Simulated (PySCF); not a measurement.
A PySCF script (with the pyscf-properties extension) for the NMR shieldings of SMILES c1cc(BCCCC)sc1, C8H13BS, on a GFN2-xTB geometry:

```python
import basis_set_exchange as bse
import numpy as np
from pyscf import gto, dft
from pyscf.prop import nmr

atoms = """
C     4.086090    0.319228   -0.254212
C     2.773386   -0.378159   -0.590033
C     1.666757   -0.006405    0.394919
C     0.314022   -0.620706    0.013823
B    -0.837150   -0.330757    1.056010
C    -2.262226   -0.012017    0.609772
C    -2.795935    0.118073   -0.653856
C    -4.160806    0.441895   -0.680385
C    -4.686745    0.562286    0.572030
S    -3.521917    0.281952    1.789934
H     4.411461    0.054167    0.749428
H     4.866159    0.033224   -0.956241
H     3.964420    1.399530   -0.299289
H     2.922368   -1.460718   -0.575352
H     2.465815   -0.100806   -1.601529
H     1.567321    1.081250    0.424462
H     1.948835   -0.337684    1.396187
H     0.444354   -1.708201   -0.033676
H     0.065250   -0.305557   -1.001435
H    -0.601986   -0.370463    2.204573
H    -2.207842   -0.017530   -1.544565
H    -4.730392    0.582820   -1.582065
H    -5.695992    0.801563    0.844516
"""
names = dict.fromkeys(["C", "B", "S", "H"], "pcSseg-1")
basis = {el: gto.basis.parse(bse.get_basis(n, elements=[el], fmt="nwchem")) for el, n in names.items()}
mol = gto.M(atom=atoms, basis=basis, charge=0, verbose=0)
mf = dft.RKS(mol, xc="PBE0")
mf.grids.level = 2
mf.grids.alignment = dft.numint.BLKSIZE   # the property module wants whole blocks of grid points
mf.conv_tol = 1e-9
mf.kernel()

calc = nmr.RKS(mf)   # GIAO
C = mf.mo_coeff
Co = C[:, mf.mo_occ > 0]
resp = mf.gen_response(singlet=True, hermi=2)
def vind(x):   # induced exchange potential for any number of trial vectors
    d = np.einsum("pi,xij,qj->xpq", C, 2 * x.reshape(-1, C.shape[1], Co.shape[1]), Co, optimize=True)
    return np.einsum("xpq,pi,qj->xij", resp(d - d.transpose(0, 2, 1)), C, Co, optimize=True).ravel()
mo1, _ = nmr.rhf.solve_mo1(calc, with_cphf=vind)
sigma = calc.kernel(mo1)
for i, s in enumerate(sigma):   # ppm
    w = np.linalg.eigvalsh((s + s.T) / 2)
    print("%2d %-2s iso %8.1f  s11 %8.1f  s22 %8.1f  s33 %8.1f" % (i, mol.atom_pure_symbol(i), w.mean(), *w))
```

Task: What are the results?

Result: 
```
 0 C  iso    169.5  s11    157.5  s22    163.3  s33    187.5
 1 C  iso    154.6  s11    140.6  s22    151.4  s33    171.7
 2 C  iso    152.9  s11    134.0  s22    152.3  s33    172.4
 3 C  iso    155.8  s11    134.9  s22    157.2  s33    175.3
 4 B  iso     34.9  s11    -27.0  s22     15.1  s33    116.5
 5 C  iso     29.3  s11    -46.4  s22     -2.7  s33    137.0
 6 C  iso     41.8  s11    -42.2  s22     16.1  s33    151.6
 7 C  iso     54.2  s11    -27.1  s22     40.3  s33    149.5
 8 C  iso     35.7  s11    -65.0  s22     27.5  s33    144.6
 9 S  iso    218.6  s11     68.2  s22    203.3  s33    384.5
10 H  iso     30.7  s11     26.4  s22     29.0  s33     36.6
11 H  iso     30.4  s11     25.7  s22     27.6  s33     37.9
12 H  iso     30.7  s11     26.7  s22     29.1  s33     36.4
13 H  iso     30.2  s11     26.0  s22     30.1  s33     34.6
14 H  iso     30.3  s11     25.1  s22     30.8  s33     34.9
15 H  iso     30.5  s11     25.9  s22     31.7  s33     33.9
16 H  iso     29.9  s11     25.0  s22     30.0  s33     34.7
17 H  iso     30.5  s11     26.5  s22     30.3  s33     34.6
18 H  iso     29.7  s11     24.1  s22     29.8  s33     35.1
19 H  iso     24.8  s11     19.9  s22     24.3  s33     30.3
20 H  iso     23.5  s11     19.7  s22     23.5  s33     27.2
21 H  iso     24.2  s11     20.9  s22     25.0  s33     26.8
22 H  iso     23.7  s11     21.2  s22     23.2  s33     26.7
```

These numbers come from an equivalent density-fitted implementation of the same equations, which agrees with the script to about 0.01 ppm for H and up to a few tenths of a ppm for heavy atoms, so last digits may differ.

Size and cost of the density-fitted run: 242 basis functions, 99 s wall time on 1 thread of an Arm Neoverse N1, shared host; peak memory 1.1 GiB.
